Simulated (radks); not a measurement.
The numbers below are computed, except where a source is named.
Task: All-electron atom: Al X in [He] 2s1 2p1 (not the ground configuration). Code: a radial shooting solver on a logarithmic mesh with Libxc functionals. Model: scalar-relativistic Kohn-Sham, BLYP, spin-unpolarised, spherical densities, point nucleus. Some entries of the table are withheld. Estimate them.

orbital  occ.  eigenvalue (hartree)  <r> (bohr)  r(max) (bohr)
1s          2             -68.86944         (1)            (2)
2s          1                   (3)      0.5237         0.4464
2p          1             -12.84231      0.4593         0.3620

Result: 
(1) 1s <r> (bohr): 0.1193
(2) 1s r(max) (bohr): 0.07816
(3) 2s eigenvalue (hartree): -13.80268
